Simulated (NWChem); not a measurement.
Species: H3O cation; SMILES [OH3+]

```xyz
4

O      0.0000     0.0000     0.0788
H      0.6693     0.6693    -0.2074
H      0.2450    -0.9143    -0.2074
H     -0.9143     0.2450    -0.2074
```
Atoms are numbered in this order, from 1.

Level: B3LYP/6-31G* (spherical d) (NWChem); excitation at 532 nm, off resonance, unscaled harmonic frequencies. All runs use the structure optimised with B3LYP/6-31G* (spherical d).

Task: Give the Raman lines with relative activities.

Result: 
```json
[
 {"wavenumber (cm⁻¹)": "899", "relative intensity": "3.0"},
 {"wavenumber (cm⁻¹)": "1710", "relative intensity": "13"},
 {"wavenumber (cm⁻¹)": "3505", "relative intensity": "100"},
 {"wavenumber (cm⁻¹)": "3597", "relative intensity": "65"}
]
```
